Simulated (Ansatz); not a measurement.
```yaml
crystal:
  periodic: [false, false, false]
  atoms:
    - {symbol: O, position_ang: [-0.496063, -1.862103, -0.422873]}
    - {symbol: W, position_ang: [0.172094, -0.312388, -0.231225]}
    - {symbol: O, position_ang: [1.611933, -0.473146, 0.653825]}
    - {symbol: O, position_ang: [-1.042638, 0.746642, 0.720188]}
    - {symbol: Cl, position_ang: [0.642696, 0.565669, -2.266377]}
    - {symbol: H, position_ang: [-0.845821, 1.271325, 1.500161]}
basis:
  gaussian: {orbitals: def2-TZVPD, point_charges: [{charge: 0.50, position_ang: [5.638, 0.033, 0.820]}]}
hamiltonian: {xc: {name: HF}}
correlation: {method: mp2, frozen_orbitals: {O: 0}}
output: {forces: true}
```

```sh
$ ansatz run in.yaml --threads 4 --pin off --events-out ev --progress --plain --max-ram 10444MiB
```

Output, abridged:

```
Functional definition: HF
Error: "frozen_orbitals" has no count for W
```

(1) What is wrong with this run?

## Answers

(1) Frozen orbitals are typed for one element alone, and the program wants a count for each. The program refused the input.
